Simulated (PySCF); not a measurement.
disilicon carbide (CSi₂), SMILES C(=[Si])=[Si] (connectivity only; charge and spin as stated), neutral, multiplicity 1.

Coordinates come from a r2SCAN-D4/def2-TZVP optimisation. The geometry has at least one imaginary mode, so it is a saddle point at that level.

Level of theory: r2SCAN-D4/def2-TZVP (PySCF).

Frequencies are harmonic and unscaled.

Modes within 1.5 cm⁻¹ of each other (mostly degenerate sets) share a row, with their intensities summed.

| mode | ν (cm⁻¹) | IR (km/mol) | Raman (Å⁴/amu) | depolarisation | moving atoms (share of kinetic energy) |
|---|---|---|---|---|---|
| 1–2 | 82i | 5.5 | 0.0 | – | C 82 %, Si 18 % |
| 3 | 582 | 0.0 | 132.7 | 0.31 | Si 100 % |
| 4 | 1401 | 502.4 | 0.0 | – | C 82 %, Si 18 % |
